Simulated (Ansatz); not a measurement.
Born–Oppenheimer molecular dynamics of F$_{2}$H$_{4}$O$_{2}$SSi (10 atoms, charge 0, multiplicity 1). It starts at the highest image of a converged band, a first-order saddle point between two minima.

All numbers below come from RKS revPBE/def2-SVP (Ansatz).

```json
{
  "ensemble": "NVE (velocity Verlet)",
  "time step": "0.5 fs",
  "steps asked": "200",
  "starting velocities drawn for": "100 K",
  "seed": "7184"
}
```

First frame:

```xyz
10
Properties=species:S:1:pos:R:3
Si 0.284 0.151 0.092
O -0.066 0.079 1.896
H -0.921 -0.298 2.198
O 1.778 -0.286 -0.524
H 1.717 -1.196 -0.877
F -0.812 1.052 -0.732
F -0.491 -1.317 -0.099
S 1.209 2.206 0.981
H 2.405 1.669 1.352
H 0.308 1.183 2.031
```

Task: How far do the bonds stretch over the last three quarters of this one trajectory? (Pairs bonded in most of those frames.)

Result: 
```csv
bond,mean (Å),spread (Å),shortest,longest
Si1–O4,1.681,0.015,1.65,1.70
Si1–F6,1.648,0.011,1.62,1.67
Si1–F7,1.679,0.019,1.64,1.71
Si1–S8,2.209,0.065,2.14,2.36
O2–H3,0.979,0.007,0.96,0.99
O2–H10,0.986,0.015,0.97,1.03
O4–H5,0.979,0.020,0.95,1.01
S8–H9,1.363,0.009,1.35,1.38
```

Mean temperature of the second half: 162 K. The conserved energy stayed within 0.073 meV per atom of its start (net change 0.029 meV per atom), so the integration is sound. The kinetic energy rose, since the run started high on the potential surface and went downhill. It ends in pieces (F2H2OSSi + H2O), so much of that is their flight and rotation, not heat. A run of 0.1 ps of so small a system gives no equilibrium averages. The orbitals stay closed-shell, which can raise the energy where a bond breaks towards radicals; this wasn't checked here.

Time of the run: 2.5 min on 4 threads of AMD EPYC 7R13 Processor (Zen 3), on a shared host, peak memory 0.18 GiB.
